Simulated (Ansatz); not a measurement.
Calculated with Ansatz (gas phase, PBE0-D4/def2-TZVP geometries, no zero-point term in ΔE). CCSD(T)/CBS is the MP2 limit (def2-TZVPP, def2-QZVPP) plus CCSD(T) − MP2 in def2-TZVPP, frozen cores. DFT in def2-TZVPP. B3LYP here is the variant with VWN-RPA as its local correlation; programs differ in this. HSE06 is defined as in plane-wave codes. def2 core potentials past Kr. For In outer-core shells are correlated without core-valence functions, which leaves a few kJ/mol of doubt a bond. Each species was taken in one conformer, which may not be the lowest.

`[NH2][Al]([OH])[SiH3]` + `C[CH2][InH][F]` → `C[CH2][Al]([NH2])[OH]` + `[F][InH][SiH3]`  (redistribution)

| level | ΔE (kJ/mol) | difference from CCSD(T)/CBS |
| --- | --- | --- |
| revPBE-D4 | -30.3 | 0.9 |
| r2SCAN-D4 | -34.9 | -3.7 |
| B3LYP-D4 | -37.0 | -5.8 |
| r2SCANh-D4 | -36.1 | -4.9 |
| r2SCAN0-D4 | -37.8 | -6.6 |
| BLYP | -34.5 | -3.3 |
| r2SCAN0 | -37.7 | -6.5 |
| HSE06 | -33.5 | -2.3 |
| HF/def2-SVP | -47.1 | -15.9 |
| CCSD/def2-TZVPP | -32.4 | -1.2 |
| CCSD(T)/CBS | -31.2 | 0 |

Task: What do rigid-rotor, harmonic-oscillator terms from PBE0-D4/def2-TZVP frequencies (298.15 K, 1 bar) make of the CCSD(T)/CBS value? (An estimate is asked.)

Result: Ansatz gave: ΔZPE = -0.2 kJ/mol, ΔH = -31.5 kJ/mol, ΔS = -8 J/(mol·K), ΔG = -29.0 kJ/mol. Modes under 50 cm⁻¹ make the entropy rough.

Largest T1 diagnostic among the species: 0.016.

Leaving LDA and LC-ωPBE aside and taking each functional with its dispersion term where it has one, the values, not all of them listed here, spread over 11.2 kJ/mol, from ωB97M-V to revPBE-D4. In def2-TZVPP, CCSD(T) changes the Hartree–Fock value by +11.5 kJ/mol (the triples alone add +2.1 kJ/mol) and MP2 by +9.6 kJ/mol. From PBE to PBE0 (25 % exact exchange), in def2-TZVPP and without D4, ΔE moves by −3.2 kJ/mol.
